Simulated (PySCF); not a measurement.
C₆H₁₂F₂OSi.
Atom-mapped SMILES: `[F:1][CH:2]([F:3])[O:4][C@H:5]1[CH2:6][CH2:7][CH2:8][SiH2:9][CH2:10]1` (hydrogens: H11 on C2; H12 on C5; H13, H14 on C6; H15, H16 on C7; H17, H18 on C8; H19, H20 on Si9; H21, H22 on C10)

Computed geometry: GFN2-xTB, gas phase.

(1) List the bond lengths, angles and torsions at this level.

Results:

(1) 
| bond | length (bohr) |
| --- | --- |
| F1–C2 | 2.582 |
| C2–F3 | 2.540 |
| C2–O4 | 2.521 |
| O4–C5 | 2.718 |
| C5–C6 | 2.898 |
| C6–C7 | 2.888 |
| C7–C8 | 2.885 |
| C8–Si9 | 3.592 |
| Si9–C10 | 3.598 |
| C5–C10 | 2.871 |
| C2–H11 | 2.098 |
| C5–H12 | 2.088 |
| C6–H13 | 2.066 |
| C6–H14 | 2.064 |
| C7–H15 | 2.061 |
| C7–H16 | 2.066 |
| C8–H17 | 2.064 |
| C8–H18 | 2.060 |
| Si9–H19 | 2.776 |
| Si9–H20 | 2.762 |
| C10–H21 | 2.057 |
| C10–H22 | 2.058 |

A selection of angles:
| angle | degrees |
| --- | --- |
| F1–C2–F3 | 105.0 |
| F1–C2–O4 | 112.8 |
| F3–C2–O4 | 109.0 |
| C2–O4–C5 | 116.8 |
| O4–C5–C6 | 111.3 |
| O4–C5–C10 | 106.0 |
| C6–C5–C10 | 112.8 |
| C5–C6–C7 | 113.5 |
| C6–C7–C8 | 112.8 |
| C7–C8–Si9 | 110.5 |
| C8–Si9–C10 | 102.7 |
| C5–C10–Si9 | 109.5 |

Torsions: F1–C2–O4–C5 -87° (synclinal); C2–O4–C5–C6 77° (synclinal); O4–C5–C6–C7 50° (synclinal); C5–C6–C7–C8 67° (synclinal); C6–C7–C8–Si9 -57° (synclinal); C7–C8–Si9–C10 46° (synclinal); C8–Si9–C10–C5 -47° (synclinal); O4–C5–C10–Si9 -63° (synclinal).

The 2 C–F bonds span 1.344 Å (C2–F3, drawn single) to 1.367 Å (F1–C2, drawn single), a spread of 0.023 Å. The C–O distances run from 1.334 Å (C2–O4, drawn single) to 1.438 Å (O4–C5, drawn single), a spread of 0.104 Å. O4 (ether oxygen) is bent (angle 116.8°). The 6-membered ring C5–C6–C7–C8–Si9–C10 has internal angles of 102.7° to 113.5° (sum 662°, against 720° for a flat polygon); it is puckered, 0.26 Å rms from its mean plane, widest ring torsion 69°. Si9 (SiH2 silicon) is distorted tetrahedral (angles from 102.7° to 112.2°). Of the pairs four or more bonds apart, H11···H12 is among the closest relative to their van der Waals radii: 2.20 Å, 92 % of the sum of Bondi's values.

Point group: C1 (no symmetry element, even within 0.4 Å). No GFN2-xTB frequencies stand behind this structure, so it isn't proved a minimum. The numbers are those of one conformer.
